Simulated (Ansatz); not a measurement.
## Counterpoise correction, worked out

The pair of HBr (SMILES Br, atoms 1–2) and F₂ (SMILES FF, atoms 3–4), both closed shells, in one local arrangement (a lower one may exist), relaxed at PBE0-D4/def2-TZVP:

Br1  (-0.351, 0.013, -2.345)
H2  (0.077, -0.061, -0.993)
F3  (-0.448, 0.217, 1.975)
F4  (0.722, -0.169, 1.364)
(Å)

Ansatz 0.2.0; basis: def2-TZVPPD; cores frozen in the correlated methods. Filled d shells of the heavier atoms are correlated. The def2 sets are not built for correlating such inner shells, so the correlated values are less sure here.

MP2 total energies in eV:

| system | geometry | basis functions | energy |
| --- | --- | --- | --- |
| pair | pair | all | -75445.74490 |
| HBr | as in the pair | all (partner as ghosts) | -70022.85026 |
| F₂ | as in the pair | all (partner as ghosts) | -5422.87364 |
| HBr | as in the pair | its own | -70022.83846 |
| F₂ | as in the pair | its own | -5422.86603 |
| HBr | free (PBE0-D4 minimum) | its own | -70022.83852 |
| F₂ | free (PBE0-D4 minimum) | its own | -5422.86583 |

(1) Work out the interaction energy with and without the counterpoise correction, the superposition error, and the binding energy from the relaxed fragments.

T1 diagnostic: at most 0.013. The restricted Hartree–Fock reference is unstable towards an unrestricted one at one or more of these structures.

Answers

(1) Without correction: -75445.74490 − (-70022.83846) − (-5422.86603) = -0.04041 eV.
With correction (each fragment in the whole basis): -75445.74490 − (-70022.85026) − (-5422.87364) = -0.02100 eV = -0.48 kcal/mol.
The superposition error is the difference, 0.01941 eV, 48 % of the uncorrected value: each fragment borrows its partner's functions.
Deformation from the free shapes: 0.00006 eV for HBr and -0.00020 eV for F₂ (a small negative value is possible, since the free shapes are minima of another method).
Binding energy from relaxed fragments: -0.02100 + 0.00006 + (-0.00020) = -0.02114 eV = -0.49 kcal/mol (electronic, without zero-point energy; negative means bound). For comparison, the corrected interaction energy by CCSD(T) at an estimated basis limit (MP2 extrapolated from triple and quadruple zeta, plus CCSD(T) − MP2 in triple zeta) is -0.024 eV.

For scale, one of the runs: CCSD(T)/def2-TZVPPD, 154 basis functions, launched by `ansatz run in.yaml --threads 2 --pin off --events-out ev --progress --plain --max-ram 5222MiB`. Hardware: 2 CPU threads of an Arm Neoverse V2, shared host. Wall time 32 s; peak host memory 1.1 GiB.
